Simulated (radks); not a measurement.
Results of a calculation; reference values are marked as such.
Task: The mean radii <r> (bohr) of the occupied orbitals of an atom or ion are listed with their occupations. Level of theory: Dirac Kohn-Sham, PBEsol, spin-unpolarised, spherical densities, point nucleus (a radial shooting solver on a logarithmic mesh with Libxc functionals).

| orbital | occ. | <r> |
|---|---|---|
| 1s1/2 | 2 | 0.03918 |
| 2s1/2 | 2 | 0.1723 |
| 2p1/2 | 2 | 0.1475 |
| 2p3/2 | 4 | 0.1517 |
| 3s1/2 | 2 | 0.4922 |
| 3p1/2 | 2 | 0.4916 |
| 3p3/2 | 4 | 0.5021 |
| 3d3/2 | 4 | 0.4962 |
| 3d5/2 | 6 | 0.4999 |
| 4s1/2 | 2 | 1.352 |
| 4p1/2 | 2 | 1.527 |
| 4p3/2 | 4 | 1.558 |
| 4f5/2 | 0.428571 | 8.722 |
| 4f7/2 | 0.571429 | 8.722 |

Name the element and its charge. Open shells, if any, are shared by 2j + 1.

Result: Z = 38, strontium, charge +1: Sr+ in [Kr] 4f1. The 1s radius gives Z: for a bare nucleus <r> = (2 gamma + 1)/(2Z) with gamma = sqrt(1 - (Z/c)^2), 0.03844 bohr for Z = 38, and screening makes it slightly larger (0.03918 here). The occupations add up to 37, and the charge is Z minus that.
